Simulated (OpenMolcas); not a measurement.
W5+ with 6 ligands (fluoride) in octahedral coordination (Oh). A charge of +0.167 e stands 2.4 Å behind each ligand. Ligand basis ANO-RCC-VDZP.

```yaml
Program: OpenMolcas 26.06
Method: CASSCF
Basis: ANO-RCC-VTZP [8s7p5d3f2g1h]
Scalar_Hamiltonian: DKH2, point nucleus
Active_space: 1 electron in 5 orbitals (5d)
State_averaging: 2S+1 = 2 even, 5 roots
Spin-orbit_coupling: RASSI with atomic mean-field integrals over the reference wave functions
```

All ligands move together. At R = 1.89 Å |10Dq| is 43064 cm-1, and at R = 2.02 Å it is 32575 cm-1.

Problem. A third run gives 39412 cm-1. What distance was it run at?

Solution. With a power law R^-n the two known points give n = -ln(32575 / 43064) / ln(2.02 / 1.89) = 4.20. Then R = 1.89 × (43064 / 39412)^(1/4.20) = 1.930 Å. The run was at 1.93 Å, so the estimate is off by 0 Å.

An orbital triplet at a regular site is open to Jahn-Teller coupling, which can distort the site and quench the lowest spin-orbit gaps and is left out. With metal d orbitals alone the field can be off either way by tens of per cent. Ligand-to-metal charge-transfer states are missing. The least metal-like active orbital is 72 % on the metal (Löwdin) and no ligand orbital is active, so the numbers are rough (holds for R = 1.89). The least metal-like active orbital is 73 % on the metal (Löwdin) and no ligand orbital is active, so the numbers are rough (holds for R = 1.93). The least metal-like active orbital is 74 % on the metal (Löwdin) and no ligand orbital is active, so the numbers are rough (holds for R = 2.02). No measured value stands beside these numbers; the geometry is a model, was not optimised and need not be the one that this ion takes.
